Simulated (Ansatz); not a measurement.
Isolated molecules relaxed with PBE0-D4/def2-TZVP in Ansatz; ΔE leaves out vibrations. CCSD(T)/CBS is the MP2 limit (def2-TZVPP, def2-QZVPP) plus CCSD(T) − MP2 in def2-TZVPP, frozen cores. This one scheme is used for every species. DFT in def2-TZVPP. Elements past krypton have def2 core potentials. For Br, Sn outer-core shells are correlated without core-valence functions, which leaves a few kJ/mol of doubt a bond. Scalar relativity is left out up to krypton.

Consider the ligand exchange at the Sn–F bond: `[F][SnH2][Br]` + HBr → `[Br][SnH2][Br]` + H–F.

| species | LDA (SPW92) energy (Eh) |
| --- | --- |
| `[F][SnH2][Br]` | -2885.06192 |
| HBr | -2571.18312 |
| `[Br][SnH2][Br]` | -5356.42347 |
| H–F | -99.83933 |

(1) Work out ΔE.

Largest T1 diagnostic among the species: 0.012.

Results:

(1) ΔE = (-5356.42347) + (-99.83933) − (-2885.06192) − (-2571.18312) = -0.01776 Eh = -46.6 kJ/mol. CCSD(T)/CBS gives -53.8 kJ/mol.

The D4 term adds −6.1 kJ/mol with B3LYP and −3.3 kJ/mol with PBE0; it sums over pairs of atoms, weighted by their polarisabilities, and B3LYP, whose exchange is more repulsive, gets the larger term. At CCSD(T), def2-SVP lies +14.4 kJ/mol from the extrapolated value and def2-TZVPP +5.5 kJ/mol.

B3LYP here is the variant with VWN-RPA as its local correlation; programs differ in this.
